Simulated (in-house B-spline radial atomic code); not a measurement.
## Ionising the lanthanum ion La⁵⁴⁺ with different functionals

Computed with an all-electron radial atomic-structure program (B-spline basis): scalar-relativistic (spin-free X2C) Hamiltonian, Fermi nucleus of rms radius 4.855 fm, spin-polarised at highest spin, spherical fractional occupations for the functionals. The ionisation energy is the difference of two self-consistent energies, [He] 2s1 → 1s2, without Breit or QED terms; ε is the level of the shell that loses the electron (its least bound occupied spin orbital). There is no spin-orbit coupling in this Hamiltonian.

```tsv
method	rung	ΔSCF (eV)	-ε(2s) (eV)
HF fractional	Hartree-Fock	11044.0	11044.0
BLYP	GGA	11049.6	10955.3
AM05	GGA	11036.1	10944.5
B3LYP	global hybrid	11047.7	10972.5
BHandHLYP	global hybrid	11047.4	10999.9
B97-1	global hybrid	11046.5	10972.9
CAM-B3LYP	range-separated hybrid	11048.3	10974.5
```

Among the functionals, which spreads more, the ΔSCF values or the orbital energies?

The orbital energies: ΔSCF values span about 13.5 eV and the orbital energies 55.4 eV; here energy differences depend much less on the functional than eigenvalues do.

How do they compare with the NIST value?

NIST lists 11033.40 eV ± 0.05 (tabulated theory, ground level to ground level). Errors run from +2.7 to +16.2 eV; AM05 is closest (+2.7 eV), but part of that can be cancellation, since the calculations leave out Breit-QED terms.
